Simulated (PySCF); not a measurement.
A PySCF script (with the pyscf-properties extension) for the NMR shieldings of `FC(F)(F)P([SiH3])C1CC1`, C$_{4}$H$_{8}$F$_{3}$PSi, on a GFN2-xTB geometry:

```python
import basis_set_exchange as bse
import numpy as np
from pyscf import gto, dft
from pyscf.prop import nmr

atoms = """
F    -1.241516    1.512647   -1.443094
C    -1.218567    1.678041   -0.104052
F    -2.467143    2.023282    0.248653
F    -0.440702    2.745945    0.120397
P    -0.627748    0.179616    0.854867
Si   -2.046465   -1.275437   -0.124998
C     0.879187   -0.094077   -0.155836
C     1.926473   -1.024902    0.390358
C     2.192297    0.441482    0.349661
H    -3.388286   -0.903595    0.315026
H    -1.633144   -2.575241    0.401479
H    -1.935242   -1.255695   -1.584853
H     0.719781   -0.099922   -1.230214
H     2.441491   -1.667643   -0.307642
H     1.747713   -1.481353    1.353475
H     2.891615    0.825880   -0.377286
H     2.193257    0.983003    1.284150
"""
names = dict.fromkeys(["F", "C", "P", "Si", "H"], "pcSseg-1")
basis = {el: gto.basis.parse(bse.get_basis(n, elements=[el], fmt="nwchem")) for el, n in names.items()}
mol = gto.M(atom=atoms, basis=basis, charge=0, verbose=0)
mf = dft.RKS(mol, xc="PBE0")
mf.grids.level = 2
mf.grids.alignment = dft.numint.BLKSIZE   # the property module wants whole blocks of grid points
mf.conv_tol = 1e-9
mf.kernel()

calc = nmr.RKS(mf)   # GIAO
C = mf.mo_coeff
Co = C[:, mf.mo_occ > 0]
resp = mf.gen_response(singlet=True, hermi=2)
def vind(x):   # induced exchange potential for any number of trial vectors
    d = np.einsum("pi,xij,qj->xpq", C, 2 * x.reshape(-1, C.shape[1], Co.shape[1]), Co, optimize=True)
    return np.einsum("xpq,pi,qj->xij", resp(d - d.transpose(0, 2, 1)), C, Co, optimize=True).ravel()
mo1, _ = nmr.rhf.solve_mo1(calc, with_cphf=vind)
sigma = calc.kernel(mo1)
for i, s in enumerate(sigma):   # ppm
    print("%2d %-2s %9.2f" % (i, mol.atom_pure_symbol(i), np.trace(s) / 3))
```

**Question.** What are the results?

**Answer.** 
```
 0 F     234.67
 1 C      43.53
 2 F     238.88
 3 F     235.22
 4 P     390.77
 5 Si    426.88
 6 C     181.52
 7 C     182.45
 8 C     176.75
 9 H      27.47
10 H      27.72
11 H      27.41
12 H      30.46
13 H      30.85
14 H      31.33
15 H      30.65
16 H      31.03
```

These numbers come from an equivalent density-fitted implementation of the same equations, which agrees with the script to about 0.01 ppm for H and up to a few tenths of a ppm for heavy atoms, so last digits may differ.

Size and cost of the density-fitted run: 207 basis functions, 35 s wall time on 1 thread of an Arm Neoverse V1, shared host; peak memory 0.93 GiB.
